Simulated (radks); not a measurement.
The holmium ion Ho2+ inside a hard spherical wall (all orbitals vanish at R), configuration held at [Xe] 4f11 and not refilled when levels cross. All-electron calculation, scalar-relativistic Kohn-Sham, r2SCAN, spin-polarised, spherical densities, finite nucleus; open shells are filled with parallel spins first (spin-orbit coupling, left out, can overturn this in heavy ions); meta-GGA in the generalised Kohn-Sham scheme; Fermi nuclear charge, rms radius 5.2022 fm. Program: a radial shooting solver on a logarithmic mesh with Libxc functionals. Eigenvalues in eV for spin up, with the zero of energy where the potential of the charges vanishes at infinity; a dash marks a level that is unbound or too diffuse for the functional's potential to be trusted. A positive occupied level is held by the wall or, in an anion where self-interaction has pushed it up, behind a barrier. The pressure on the wall is -dE/dV.

R (bohr),E (hartree),kinetic (hartree),e(4d),e(5s),e(5p),e(4f),"e(6s, empty)","e(5d, empty)",pressure (GPa)
free,-12615.8736,13642.215,-177.54,-66.737,-41.376,-18.298,-13.726,-13.096,0
20,-12615.8736,13642.215,-177.54,-66.737,-41.376,-18.298,-13.726,-13.096,< 0.0001
12,-12615.8736,13642.215,-177.54,-66.737,-41.376,-18.298,-13.726,-13.096,< 0.0001
7,-12615.8736,13642.216,-177.53,-66.732,-41.371,-18.291,-13.563,-13.061,0.00538
6,-12615.8732,13642.219,-177.50,-66.711,-41.353,-18.264,-13.115,-12.950,0.0537
5,-12615.8703,13642.247,-177.35,-66.604,-41.256,-18.122,-11.539,-12.514,0.697
3,-12615.4120,13645.432,-171.20,-62.111,-36.306,-12.300,18.029,-2.285,317
2.5,-12614.1027,13652.643,-161.92,-54.684,-27.309,-3.413,55.449,11.995,1810
2,-12608.6958,13676.971,-139.44,-32.424,0.058,18.818,150.25,50.503,12100
1.5,-12582.7790,13774.649,-82.326,52.066,100.26,79.738,431.80,174.86,113000
